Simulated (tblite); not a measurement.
Compound: C₇H₆NPS.
Geometry (GFN2-xTB, Å), atoms numbered from 1 in this order:
```xyz
16
C7H6NPS angstrom
C     -2.7117   -0.7153   -0.0496
S     -1.8176    0.8606   -0.1937
C     -0.1131    0.4252   -0.0524
C      0.3124   -0.8790    0.1614
C      1.6487   -1.2276    0.2692
C      2.6950   -0.3338    0.1784
P      2.5326    1.3700   -0.0823
C      0.7890    1.4931   -0.1726
C      0.2942    2.7956   -0.3888
N     -0.0769    3.8675   -0.5641
H     -2.5466   -1.1577    0.9284
H     -3.7593   -0.4517   -0.1595
H     -2.4193   -1.3903   -0.8485
H     -0.4194   -1.6654    0.2500
H      1.8793   -2.2721    0.4358
H      3.7049   -0.7099    0.2769
```

All values are computed: GFN2-xTB (tblite) harmonic vibrations without scaling, gas phase. The method is semi-empirical: single wavenumbers can be off by several per cent or more. One conformer, not necessarily the lowest.

Harmonic wavenumbers (cm⁻¹): 40.4, 76.2, 115.8, 154.0, 201.4, 227.1, 263.4, 281.7, 333.7, 381.6, 402.1, 508.9, 519.3, 587.0, 604.8, 698.7, 727.7, 746.2, 843.3, 846.2, 904.4, 918.1, 930.3, 943.7, 1113.3, 1128.4, 1192.4, 1220.3, 1309.5, 1328.8, 1361.1, 1448.9, 1453.2, 1484.3, 1526.8, 2348.8, 3026.4, 3035.8, 3047.5, 3056.1, 3058.6, 3115.2.

A = 1410, B = 909.2, C = 554.8 MHz; mass 166.996 u (most abundant isotopes); point group Cs, symmetry number 1.

Q: Zero-point energy?

A: Half the sum of the wavenumbers: 23756 cm⁻¹ = 67.92 kcal/mol.

Q: Give the ideal-gas entropy at 350 K and 1 bar in the rigid-rotor, harmonic-oscillator model (classical rotation).

A: Translation 42.07, rotation 30.97, vibration 34.94: S = 108.0 cal/(mol K).

Q: And Cp and H(350 K) − H(0)?

A: Cp = 43.51 cal/(mol K), of which vibrations give 35.56 (their classical limit is 42 R = 83.5); H(350 K) − H(0) = 9.22 kcal/mol without the zero-point energy, 6.44 from vibrations.

Q: What must be added to the electronic energy to get the Gibbs energy at 350 K and 1 bar?

A: ZPE + [H(350 K) − H(0)] − T·S = 67.92 + 9.22 − 37.79 = 39.35 kcal/mol.

Q: Which modes carry the vibrational entropy at 350 K?

A: 40.4 cm⁻¹: 5.56; 76.2 cm⁻¹: 4.30; 115.8 cm⁻¹: 3.48; 154.0 cm⁻¹: 2.93; 201.4 cm⁻¹: 2.42; 227.1 cm⁻¹: 2.19 cal/(mol K); the other 36 give 14.06 together.

Hindered rotation and anharmonicity are outside this model. Other conformers, if any are populated, would add a mixing term that is left out.

Hardware: an Arm Neoverse N1 with one thread, on a shared host. The figure is for the frequency step alone.
